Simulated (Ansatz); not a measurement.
Kohn–Sham single points on CH₆F₂O₂Si₂ (`CO[SiH](F)O[SiH2]F`).

```yaml
crystal:
  periodic: [false, false, false]
  atoms:
    - {symbol: C, position_ang: [-0.204350, 2.065192, -0.011525]}
    - {symbol: O, position_ang: [-1.143972, 1.063625, 0.323213]}
    - {symbol: Si, position_ang: [-0.838984, -0.298439, 1.136199]}
    - {symbol: F, position_ang: [-2.206709, -1.093494, 1.175355]}
    - {symbol: O, position_ang: [0.275895, -1.217427, 0.395921]}
    - {symbol: Si, position_ang: [0.928874, -1.791578, -0.972579]}
    - {symbol: F, position_ang: [1.479171, -0.562740, -1.829948]}
    - {symbol: H, position_ang: [0.525980, 1.692657, -0.734990]}
    - {symbol: H, position_ang: [0.324974, 2.429348, 0.875184]}
    - {symbol: H, position_ang: [-0.747863, 2.898746, -0.456724]}
    - {symbol: H, position_ang: [-0.386560, -0.058201, 2.514894]}
    - {symbol: H, position_ang: [2.080633, -2.644868, -0.622474]}
    - {symbol: H, position_ang: [-0.087078, -2.482822, -1.792527]}
basis:
  gaussian: {orbitals: def2-TZVPP}
hamiltonian: {xc: {name: wB97X-V}}
output: {orbitals: {seedname: orbitals}}
```

```sh
$ ansatz run in.yaml --threads 2 --pin off --events-out ev --progress --plain --max-ram 32768MiB --backend cuda --devices 0, --max-vram 18GiB
```

Shortened log:

```
Functional definition: wB97X-V
1730 factors; their error is unknown
377 factors; integrals over basis functions are off by at most 9.4e-6 eV
mean field evaluation 1: about -26416.9553 eV, gradient 7.1e1 eV
mean field evaluation 2: about -26416.5934 eV, gradient 7.6e1 eV
mean field evaluation 4: about -26424.6069 eV, gradient 1.9e0 eV
mean field evaluation 8: about -26424.6316 eV, gradient 3.5e-2 eV
mean field evaluation 16: about -26424.6544 eV, gradient 4.1e-5 eV
mean field -26424.65444327 eV, -971.0881395161 hartree, gradient 4.1e-5 eV, S^2 0.000000; 0 other end points of the search recorded, 0 dependent functions left out
reference -26424.65444086 eV, -971.0881394275 hartree; 37, 37 occupied and 286, 286 virtual orbitals, 1730 factors
Total energy: -26424.65444086 eV, -971.0881394275 hartree
```

It took 6 s on 2 threads of an AMD EPYC 7R13 on a shared host and a share of an NVIDIA H100 80 GB, with 0.9 GiB of host memory at the peak.

With the line `hamiltonian: {xc: pbe, dispersion: d4}` and forces (abridged; 3.7 s):

```
Functional definition: PBE
mean field evaluation 16: about -26411.0374 eV, gradient 6.8e-4 eV
mean field -26411.03742964 eV, -970.5877234951 hartree, gradient 3.5e-5 eV, S^2 0.000000
Total energy: -26411.34768888 eV, -970.5991253119 hartree
Atom 0 force     0.145878     0.155847    -0.048031 eV/Å
Atom 1 force    -0.445412     0.131702    -0.155873 eV/Å
Atom 2 force     0.201506     0.108382     0.338322 eV/Å
Atom 3 force    -0.582021    -0.323280     0.030484 eV/Å
Atom 4 force     0.183299    -0.155880     0.230499 eV/Å
Atom 5 force    -0.008642    -0.454929    -0.069227 eV/Å
Atom 6 force     0.232055     0.483147    -0.365284 eV/Å
Atom 7 force     0.171528    -0.058927    -0.160979 eV/Å
Atom 8 force     0.128636     0.096589     0.178267 eV/Å
Atom 9 force    -0.102596     0.193879    -0.101412 eV/Å
Atom 10 force     0.064405     0.025118     0.171204 eV/Å
Atom 11 force     0.139616    -0.108806     0.051113 eV/Å
Atom 12 force    -0.128252    -0.092843    -0.099085 eV/Å
Dipole moment:     0.282677     0.117031     0.030693 e Å
```

Changing it to `hamiltonian: {xc: {name: wB97M-V}}` and forces (abridged; 8 s):

```
Functional definition: wB97M-V
mean field evaluation 16: about -26426.5474 eV, gradient 1.1e-4 eV
mean field -26426.54741223 eV, -971.1577048422 hartree, gradient 1.4e-5 eV, S^2 0.000000
Total energy: -26426.54747085 eV, -971.1577069966 hartree
Atom 0 force     0.210940     0.234549    -0.081694 eV/Å
Atom 1 force    -0.169815    -0.108463     0.014182 eV/Å
Atom 2 force     0.115879     0.101168     0.256205 eV/Å
Atom 3 force    -0.131818    -0.084094     0.005701 eV/Å
Atom 4 force     0.036650    -0.012205     0.029799 eV/Å
Atom 5 force     0.015812    -0.342980    -0.061855 eV/Å
Atom 6 force     0.043481     0.115133    -0.074652 eV/Å
Atom 7 force    -0.059325     0.027045     0.060292 eV/Å
Atom 8 force    -0.046294    -0.034025    -0.071104 eV/Å
Atom 9 force     0.058499    -0.069952     0.038254 eV/Å
Atom 10 force    -0.052421    -0.021464    -0.170743 eV/Å
Atom 11 force    -0.147605     0.107233    -0.048410 eV/Å
Atom 12 force     0.126019     0.088054     0.104027 eV/Å
Dipole moment:     0.302314     0.114449     0.032709 e Å
```

The same input with `hamiltonian: {xc: r2scan, dispersion: d4}` and forces (abridged; 4.3 s):

```
Functional definition: r2SCAN
mean field evaluation 16: about -26424.3810 eV, gradient 5.8e-3 eV
mean field -26424.38103895 eV, -971.0780920926 hartree, gradient 2.5e-5 eV, S^2 0.000000
Total energy: -26424.46199106 eV, -971.0810670279 hartree
Atom 0 force     0.207891     0.226900    -0.071227 eV/Å
Atom 1 force    -0.239201    -0.167249     0.038723 eV/Å
Atom 2 force     0.040372     0.004803     0.081762 eV/Å
Atom 3 force    -0.043389    -0.018774    -0.000652 eV/Å
Atom 4 force     0.025347    -0.013352     0.015334 eV/Å
Atom 5 force     0.008575    -0.064180    -0.014692 eV/Å
Atom 6 force     0.013451     0.032647    -0.025214 eV/Å
Atom 7 force    -0.003227    -0.002400     0.004513 eV/Å
Atom 8 force    -0.003899    -0.003539    -0.003255 eV/Å
Atom 9 force     0.012223    -0.011937     0.005173 eV/Å
Atom 10 force    -0.010815    -0.002466    -0.034233 eV/Å
Atom 11 force    -0.030119     0.012734    -0.014033 eV/Å
Atom 12 force     0.022791     0.006814     0.017800 eV/Å
Dipole moment:     0.291582     0.118239     0.032540 e Å
```
